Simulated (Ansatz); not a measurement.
`C[Si](N)(Cl)Br` + H₂O → `C[Si](N)(O)Cl` + HBr at 700 K and 1 bar (formal hydrolysis of the Si–Br bond).

Calculated with Ansatz (gas phase, PBE0-D4/def2-TZVP geometries, no zero-point term in ΔE). CCSD(T)/CBS is the MP2 limit (def2-TZVPP, def2-QZVPP) plus CCSD(T) − MP2 in def2-TZVPP, frozen cores. This one scheme is used for every species. For Br outer-core shells are correlated without core-valence functions, which leaves a few kJ/mol of doubt a bond. Scalar relativity is left out up to krypton. Each species was taken in one conformer, which may not be the lowest.

```json
{"species": "`C[Si](N)(Cl)Br`", "CCSD(T)/CBS energy (Eh)": "-3418.10250", "H − E (kJ/mol)": "256.9", "S (J/(mol·K))": "497.4"}
{"species": "H₂O", "CCSD(T)/CBS energy (Eh)": "-76.37941", "H − E (kJ/mol)": "80.5", "S (J/(mol·K))": "218.4"}
{"species": "`C[Si](N)(O)Cl`", "CCSD(T)/CBS energy (Eh)": "-920.56583", "H − E (kJ/mol)": "295.2", "S (J/(mol·K))": "488.4"}
{"species": "HBr", "CCSD(T)/CBS energy (Eh)": "-2573.91920", "H − E (kJ/mol)": "36.5", "S (J/(mol·K))": "223.7"}
```

H − E and S are ideal-gas, rigid-rotor, harmonic terms from PBE0-D4/def2-TZVP, for one conformer and one mirror image of each species. 1 Eh = 2625.50 kJ/mol, R = 8.31446 J/(mol·K).

Q: By hand: ΔE, ΔH, ΔS and ΔG.

A: ΔE = (-920.56583) + (-2573.91920) − (-3418.10250) − (-76.37941) = -0.00312 Eh = -8.2 kJ/mol. Δ(H − E) = 295.2 + 36.5 − 256.9 − 80.5 = -5.7, so ΔH = -13.9 kJ/mol. ΔS = 488.4 + 223.7 − 497.4 − 218.4 = -3.7 J/(mol·K). ΔG = -13.9 − 700 × (-3.7)/1000 = -11.3 kJ/mol.

Q: By hand: the equilibrium constant, and the temperature at which ΔG would vanish if ΔH and ΔS stayed fixed.

A: log₁₀ K = −ΔG/(RT ln 10) = 0.8. ΔG = 0 at ΔH/ΔS = 3757 K, far beyond where these terms or the molecules hold.

The number of gas molecules stays the same, so ΔS is small and ΔH decides. A doubt of 5 kJ/mol in ΔE shifts log₁₀ K by 0.4 here. Other conformers and mirror images would add mixing entropy, several J/(mol·K) or more a flexible species. These are equilibria of isolated gas molecules and say nothing of rates. Largest T1 diagnostic: 0.010 (customary marks: 0.02 for closed shells, 0.045 for open ones).
